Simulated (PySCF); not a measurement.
Dipole moment and polarisability of `CB(C)C1=CCC[Se]1`

Compound: C6H11BSe.
Structure used (PBE0-D3(BJ)/def2-SVP), in Å, numbered top down from 1:
```xyz
19
C6H11BSe angstrom
C     -1.5643    1.5538   -1.0674
B     -1.1323    0.2189   -0.3566
C     -2.2188   -0.8120    0.1234
C      0.3704   -0.1064   -0.0940
C      1.4298    0.5329   -0.6323
C      2.7970   -0.0303   -0.3882
C      2.7481   -0.8933    0.8704
Se     0.9190   -1.6017    0.9769
H     -2.2605    2.0983   -0.4046
H     -2.1586    1.3122   -1.9666
H     -0.7562    2.2410   -1.3538
H     -1.9704   -1.8362   -0.2059
H     -3.2493   -0.5788   -0.1798
H     -2.1864   -0.8530    1.2290
H      1.2958    1.3953   -1.2930
H      3.5616    0.7595   -0.3011
H      3.0815   -0.6404   -1.2681
H      3.4644   -1.7249    0.8526
H      2.9257   -0.2924    1.7747
```

Level: PBE0/def2-SVPD (PySCF), static field, nuclei fixed, core orbitals frozen in the response. The polarisability tensor in these axes (au):

```
x   136.69  -0.39   0.67
y    -0.39 108.19 -18.01
z     0.67 -18.01  95.43
```

Task: Diagonalise the tensor; give its mean and Δα, where Δα² is half the sum of the squared differences of the eigenvalues.

Result: Principal values 82.70, 120.89 and 136.72 au; mean 113.44 au = 16.81 Å³ = 18.70 × 10⁻⁴⁰ C²·m²/J; Δα = 48.10 au (42 % of the mean).

Task: What is the dipole moment, and where does it point?

Result: (1.37, 1.14, -0.70) D, 1.92 D in size, pointing from the negative to the positive side. Measured along this direction, the outermost atoms are H13 and H14 at the negative end and H16 at the positive end.

Task: Orientational against electronic polarisability at 298 K (dilute gas, rigid molecules)?

Result: In Gaussian units μ²/3kT = 29.79 Å³ against 16.81 Å³, a ratio of 1.77; the Debye molar polarisation (4π/3)N_A(α + μ²/3kT) is 117.6 cm³/mol, leaving out the vibrational part.

Task: Directions of the eigenvectors, and the extent of the frame along each?

Result: Largest value along (1.00, -0.03, 0.03), where the nuclei span 6.78 Å; middle along (0.04, 0.82, -0.58), 4.40 Å; least along (-0.01, 0.58, 0.82), 2.69 Å. The response follows the extents in order.

Task: Molar refractivity from α?

Result: Lorentz–Lorenz: R = (4π/3)N_A α = 2.5225 cm³/(mol·Å³) × 16.81 Å³ = 42.4 cm³/mol, in the limit of long wavelengths.

One conformer (not necessarily the lowest) at the PBE0-D3(BJ)/def2-SVP geometry, without solvent, vibrations or thermal averaging. The calculation is non-relativistic, for selenium too.

These values come from a run that also computed excited states and ΔSCF ions. The run took 6.1 min on an Arm Neoverse N1 with one thread, on a shared host.
